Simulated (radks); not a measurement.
Polarisability of the bismuth ion Bi5+, [Xe] 4f14 5d10, at imaginary frequency. All-electron calculation, non-relativistic Kohn-Sham, LDA (Slater exchange, VWN5 correlation), spin-polarised, spherical densities, point nucleus; relativity is left out, which matters for an element this heavy. Program: a radial shooting solver on a logarithmic mesh with Libxc functionals. Response by self-consistent Sternheimer equations with the Hartree and adiabatic LDA kernel.

w (hartree),alpha1(iw) (bohr^3),alpha2(iw) (bohr^5)
0.00266,2.676,5.706
0.0143,2.676,5.705
0.0360,2.675,5.702
0.0697,2.673,5.693
0.118,2.667,5.671
0.186,2.654,5.621
0.280,2.627,5.520
0.413,2.572,5.329
0.605,2.466,4.998
0.892,2.269,4.479
1.35,1.933,3.758
2.12,1.431,2.847
3.59,0.8367,1.779
6.94,0.3471,0.7589
17.5,0.09032,0.1609

Static values: alpha1 = 2.676 bohr^3 (0.3966 angstrom^3; uncoupled 4.105), alpha2 = 5.706 bohr^5, alpha3 = 18.03 bohr^7. C6 = 12.58, C8 = 128.0, triple-dipole C9 = 24.10 atomic units. One-pole (London) frequency 4 C6 / (3 alpha1^2) = 2.342 hartree, against 3.030 for minus the highest occupied eigenvalue. The dipole shielding factor is 0.940, as the force sum rule N/Z = 0.940 demands.
